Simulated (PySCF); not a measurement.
C₄H₄F₂, SMILES C=C/C(F)=C/F. Heavy atoms are numbered as in [CH2:1]=[CH:2]/[C:3]([F:4])=[CH:5]/[F:6]. Hydrogens are named by the atom that carries them.

Coordinates come from a PBE0-D3(BJ)/def2-SVP optimisation. Other conformers were not sampled.

Level of theory: CAM-B3LYP/def2-TZVP (PySCF).

ESP charges are fitted to the potential on shells at 1.4 to 2.0 van der Waals radii. Atomic charges (e), one atom of each kind:

| atom | Löwdin | ESP fit | IAO |
|---|---|---|---|
| C1 (CH2) | -0.19 | -0.35 | -0.30 |
| C2 (CH) | -0.18 | -0.27 | -0.16 |
| C3 | -0.32 | 0.29 | 0.26 |
| F4 | 0.21 | -0.14 | -0.27 |
| C5 (CH) | -0.27 | -0.14 | 0.10 |
| F6 | 0.19 | -0.10 | -0.26 |
| H on C1 | 0.13 | 0.18 | 0.16 |
| H on C2 | 0.16 | 0.17 | 0.16 |
| H on C5 | 0.14 | 0.17 | 0.16 |

Give the Mayer and Wiberg (Löwdin basis) orders of the bonds. (Estimate from the structure and the level; the computed values follow.)


```csv
bond,Mayer,Wiberg
C1–C2,1.84,2.10
C2–C3,1.03,1.27
C3–F4,1.05,1.72
C3–C5,1.72,1.90
C5–F6,1.08,1.79
```
